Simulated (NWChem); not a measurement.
## Basis-set convergence for H4BFS

```xyz
7

B      0.8637    -0.7665     0.0000
H      0.7349    -1.3700     1.0604
H      0.7349    -1.3700    -1.0604
F      1.7028     0.3127     0.0000
S     -1.1896     0.1047     0.0000
H     -1.0395     1.0415     0.9808
H     -1.0395     1.0415    -0.9808
```
Charge 0, spin multiplicity 1.

The numbers come from NWChem runs, not from measurements. The geometry was optimised at PBE/def2-SVP, a minimum by its harmonic frequencies.

Quantity: dipole moment at the level PBE0.

The Pople sets run with spherical d functions. The structure started from a generated list of species.

```tsv
basis	functions	dipole moment (D)
STO-3G	23	3.93
6-31G*	54	3.34
pcseg-1	66	3.42
def2-SVPD	102	3.33
6-311++G**	102	3.48
aug-pcseg-1	109	3.33
def2-TZVP	123	3.35
def2-TZVPD	159	3.28
def2-TZVPP	160	3.34
aug-cc-pVTZ	234	3.28
```

Smallest basis within 0.1 D of aug-cc-pVTZ, the largest set run: 6-31G*, with 54 functions against 234 (also within reach: def2-SVPD, aug-pcseg-1, def2-TZVP, def2-TZVPD, def2-TZVPP). aug-cc-pVTZ isn't the basis-set limit itself, and a small set can land close by cancellation.
